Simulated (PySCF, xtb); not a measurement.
CH₅N₂S, SMILES NC([NH3+])=S, charge +1.

xtb 6.7.1 with GFN2-xTB at its own geometry gives an orbital gap of 2.39 eV.

Geometry optimised at B3LYP-D3(BJ)/def2-SVP. The isomer is the one that the SMILES or the coordinates give; other isomers of the formula were not compared. Other conformers were not sampled.

### Question
What does PySCF with CAM-B3LYP/def2-TZVP give? (An estimate is asked for; the answer gives what the named calculation found.)

### Answer
gap 7.87 eV (levels -13.22 and -5.35 eV).
